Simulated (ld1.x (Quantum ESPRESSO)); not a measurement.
# Configuration tests for mercury (TM)

| Quantity | Value |
| --- | --- |
| Element | mercury (Hg) |
| Generator | ld1.x (Quantum ESPRESSO) 7.5 |
| Type | norm-conserving Troullier–Martins (Kleinman–Bylander form) |
| Functional | Wu–Cohen |
| Relativity | scalar-relativistic |
| Frozen core | [Xe] 4f14 |
| Valence charge | 12 |
| Reference configuration | 5d10 6s0 6p0 (charge +2) |
| Partial waves | 6s (bound, empty): rc 1.80 bohr; 6p (bound, empty): rc 1.82 bohr; 5d (bound): rc 1.85 bohr |
| Local potential | the d channel |
| Core correction | none |

Energies are relative to the spin-unpolarised reference configuration 5d10 6s0 6p0; without spin polarisation the order of configurations can differ from experiment.

Give the all-electron excitation energy and the error of the potential for: 5d10 6s2 6p0; 5d10 6s1 6p0; 5d9 6s0 6p0; 5d10 6s0 6p1; 5d10 6s1.5 6p0; 5d9 6s2 6p1; 5d10 6s0 6p2.

```csv
valence configuration,charge,ΔE all-electron (eV),error AE − PS (meV)
5d10 6s2 6p0,0,-29.769,+27
5d10 6s1 6p0,+1,-19.018,+15
5d9 6s0 6p0,+3,35.563,-35
5d10 6s0 6p1,+1,-11.465,+6.0
5d10 6s1.5 6p0,+0.5,-25.382,+22
5d9 6s2 6p1,0,-19.344,-33
5d10 6s0 6p2,0,-16.977,-38
```

Levels in the configuration 5d10 6s0 6p1:

```
level  all-electron (eV)  pseudo (eV)
   5d            -20.637      -20.560
   6p             -8.328       -8.312
```

Note: ghost states, extra bound levels that the all-electron valence spectrum of the same l lacks: s at -86.4 eV, p at -24.0 eV. A true bound ghost makes a file unfit for plane-wave use.
